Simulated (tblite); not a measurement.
C₃Cl₃F₃ (charge +1 and doublet state).
Geometry (GFN2-xTB, Å), atoms numbered from 1 in this order:
```xyz
9
C3Cl3F3 angstrom
F     -0.0542   -1.7898   -0.5313
C     -0.1840   -0.5268   -0.1871
C     -1.4479   -0.0223   -0.0513
F     -1.6842    1.2005    0.3043
F     -2.5176   -0.7014   -0.2812
C      1.0877    0.2312    0.0836
Cl     2.5207   -0.6566   -0.5087
Cl     1.1280    1.8291   -0.7328
Cl     1.1651    0.4422    1.8794
```

Structure optimised with GFN2-xTB, isolated species. This method treats the open shell by occupation alone, without spin polarisation.

Take the most abundant isotopes and a rigid rotor. The values belong to one conformer with, in the numbering `[F:1][C:2]([C+:3]([F:4])[F:5])[C:6]([Cl:7])([Cl:8])[Cl:9]`, F1–C2–C3–F4 179°.

(1) Give the principal moments of inertia and the rotational constants in MHz.

(2) What kind of rotor is it?

(3) Is it planar, by Δ = Ic − Ia − Ib?

(4) Give the other two planar moments, Paa and Pbb, and the rms extents of the mass along the axes.

(5) Estimate the classical rotational partition function at 25 K, 298.15 K and 500 K.

Answers

(1) Ia = 394.33, Ib = 651.00, Ic = 737.78 u·Å²; 505379 MHz·u·Å²/I gives A = 1282, B = 776.3, C = 685.0 MHz.

(2) An asymmetric top; Ray's κ = -0.694.

(3) Not planar: Δ = Ic − Ia − Ib = -307.55 u·Å². For a rigid frame Δ = −2 Σ m c², so Σ m c² = 153.78 u·Å² lies off the ab plane. The atom farthest from that plane is 1.68 Å away.

(4) Paa = Σ m a² = (Ib + Ic − Ia)/2 = 497.22 and Pbb = Σ m b² = (Ia + Ic − Ib)/2 = 240.56 u·Å². With the mass M = 197.90 u, the rms extents √(P/M) along a, b and c are 1.59, 1.10, 0.88 Å.

(5) Point group C1, symmetry number σ = 1; q = (√π/σ)·√((kT/h)³/(ABC)), k/h = 20836.6 MHz/K: 25500 at 25 K, 1050000 at 298.15 K, 2280000 at 500 K.

For this open shell read J as N, the rotation without spin; fine and hyperfine splittings come on top. Its GFN2-xTB frequencies are all real (lowest 18 cm⁻¹). Constants of a rigid frame at the computed geometry: no zero-point averaging, no centrifugal distortion.

Time: 0.52 s of wall time. Hardware: one thread, Arm Neoverse V2 (aarch64), on a shared host. This is the geometry optimisation.
